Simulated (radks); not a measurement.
Values are calculated unless marked as measured or tabulated.
The mercury ion Hg+, 79 electrons, occupied as [Xe] 4f14 5d10 6s1.

Level of theory: scalar-relativistic Kohn-Sham, PBE, spin-polarised, spherical densities, finite nucleus; open shells are filled with parallel spins first (spin-orbit coupling, left out, can overturn this in heavy ions); Fermi nuclear charge, rms radius 5.4648 fm (a radial shooting solver on a logarithmic mesh with Libxc functionals).

Energy parts (hartree):
part                       energy
total                 -19617.5895
kinetic                22008.2551
electron-nucleus      -48834.5979
Hartree                 7578.7780
exchange-correlation    -370.0247

Orbitals (lengths in bohr, moments of r in powers of bohr):
| orbital | occ. | eigenvalue (hartree) | <1/r> |
|---|---|---|---|
| 1s up | 1 | -3055.515 | 97.53 |
| 1s down | 1 | -3055.514 | 97.53 |
| 2s up | 1 | -541.8497 | 22.88 |
| 2s down | 1 | -541.8496 | 22.88 |
| 2p up | 3 | -467.4627 | 20.28 |
| 2p down | 3 | -467.4625 | 20.28 |
| 3s up | 1 | -128.8379 | 8.484 |
| 3s down | 1 | -128.8375 | 8.484 |
| 3p up | 3 | -107.3332 | 7.721 |
| 3p down | 3 | -107.3329 | 7.721 |
| 3d up | 5 | -84.66276 | 7.259 |
| 3d down | 5 | -84.66249 | 7.260 |
| 4s up | 1 | -28.58471 | 3.642 |
| 4s down | 1 | -28.58416 | 3.642 |
| 4p up | 3 | -21.53117 | 3.284 |
| 4p down | 3 | -21.53051 | 3.285 |
| 4d up | 5 | -13.14854 | 2.947 |
| 4d down | 5 | -13.14775 | 2.947 |
| 5s up | 1 | -4.67294 | 1.504 |
| 5s down | 1 | -4.67202 | 1.504 |
| 4f up | 7 | -3.85610 | 2.534 |
| 4f down | 7 | -3.85522 | 2.534 |
| 5p up | 3 | -2.77954 | 1.278 |
| 5p down | 3 | -2.77751 | 1.279 |
| 5d up | 5 | -0.69767 | 0.8924 |
| 5d down | 5 | -0.68565 | 0.9005 |
| 6s up | 1 | -0.55442 | 0.5055 |
| 6s down | 0 | -0.52392 | 0.5054 |
| 6p up | 0 | -0.28559 | 0.3641 |
| 6p down | 0 | -0.25737 | 0.3602 |

The highest occupied level is 6s up at -15.086 eV. The density falls to 0.001 e/bohr^3 at r = 3.89 bohr. Spin moment in Bohr magnetons: 1. Summed over all electrons, <r^2> = 50.34 bohr^2, which gives a Langevin (diamagnetic) susceptibility term of -39.9 x 10^-6 cm^3/mol. The electron density at the nucleus is 2.5e+06 e/bohr^3 (large components only). The spin density at the nucleus is 185.6 e/bohr^3 (1s 0.6, 2s 0.2, 3s 0.1, 4s -0.1, 5s 0.1, 6s 184.7).
